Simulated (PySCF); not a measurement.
**Os⁷²⁺ (osmium, charge +72): PBE calculation**

Configuration: [He] 2s2, closed-shell 1S. Computed with PySCF 2.14 in an even-tempered Gaussian basis (17 s from 54 bohr⁻², ratio 2.2; 8 p from 82 bohr⁻², ratio 2.4; 5 d from 250 bohr⁻², ratio 2.4; 5 f from 370 bohr⁻², ratio 2.4; 4 g from 550 bohr⁻², ratio 2.4), with no relativity, point nucleus.

* Total energy: -7100.97 hartree
* One-electron energy: -7219.19 hartree
* Hartree (Coulomb) energy: 179.44 hartree
* Exchange-correlation energy: -61.23 hartree
* Kinetic energy: 7100.88065 hartree
* ⟨S²⟩: 0.0000
* ⟨L²⟩: 0.000
* Sum of ⟨r⟩: 0.2008 bohr
* Sum of ⟨r²⟩: 0.01619 bohr²
* Density at the nucleus (Gaussians lack the cusp): 307000 bohr⁻³

```json
{"shell": "1s", "electrons": "2", "mean orbital energy (eV)": "-75987.0", "rms radius, mean of both spins (bohr)": "0.0229"}
{"shell": "2s", "electrons": "2", "mean orbital energy (eV)": "-18414.7", "rms radius, mean of both spins (bohr)": "0.0870"}
```

A non-relativistic calculation at this Z misses sizeable relativistic shifts.
